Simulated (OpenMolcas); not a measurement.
## Kr6+: effect of the active space

```yaml
Program: OpenMolcas
Method: CASSCF or its RAS form
Basis: ANO-RCC-VQZP
Scalar_Hamiltonian: DKH2, point nucleus
Spin-orbit_coupling: RASSI with atomic mean-field integrals over the reference wave functions, term energies averaged over their components
```

A. 2 electrons in 4 orbitals (4s 4p); 2S+1 = 3 even, 3 roots; 2S+1 = 1 even, 7 roots (6 in the spin-orbit step); 2S+1 = 3 odd, 3 roots; 2S+1 = 1 odd, 3 roots; cost of the order of 22 core-seconds
B. 2 electrons in 8 orbitals (4s 4p 5s 5p); 2S+1 = 3 even, 3 roots; 2S+1 = 1 even, 6 roots; 2S+1 = 3 odd, 3 roots; 2S+1 = 1 odd, 3 roots; cost roughly 14 core-seconds
C. 2 electrons in 9 orbitals (RAS2 4s 4p; RAS3 4d, at most 2 electrons); 2S+1 = 3 even, 3 roots; 2S+1 = 1 even, 7 roots; 2S+1 = 3 odd, 3 roots; 2S+1 = 1 odd, 3 roots; cost about 15 core-seconds

Energies in cm⁻¹ above 4s² ¹S₀, the measured ground level; measured values from Saloman, J. Phys. Chem. Ref. Data 36, 215 (2007).

```csv
Level,A,B,C,Measured
4s² ¹S₀,0.0,0.0,0.0,0.0
4s 4p ³P°₀,114833,115483,113953,117390
4s 4p ³P°₁,117343,117992,116424,120095
4s 4p ³P°₂,122996,123647,122091,126553
4s 4p ¹P°₁,182496,182814,173307,170835
```

Deviations, from unrounded energies. A percentage is the sum of absolute deviations over the sum of measured energies, with the sign that they share, or ± where signs differ.

```
           Against measurement  Levels     A     B     C
mean absolute deviation (cm-1)       4  5100  4700  3500
      other configurations (%)       4  ±3.8  ±3.5  ±2.6
```

C lies closest to measurement on these levels and A furthest from it. The largest miss of C in the table is 4s 4p ³P°₂, by -4500 cm-1. The ranking rests on the paired levels alone, and a cruder setting can come out closer through cancelling errors.

Among A to C the level of the table that moves most is 4s 4p ¹P°₁, by 9500 cm-1 (lowest in C, highest in B).

Some high roots are left out of the spin-orbit mixing, which shifts the levels that they would mix with (holds for A). Active for correlation alone: 5p 5s; no level in the range computed is led by a configuration that fills them, so any true level of that kind is missing (holds for B). Active for correlation alone: 4d; no level in the range computed is led by a configuration that fills it, so any true level of that kind is missing (holds for C). Computed and measured levels are paired by configuration, term and J; levels that our copy of the source lacks, or whose pairing is in doubt (as where it misses far off the trend of its configuration), stay unpaired and out of the deviations. Levels of configurations outside the active space are missing. The table leaves out levels that lie high or whose names do not pair safely across all columns.

° marks odd parity.
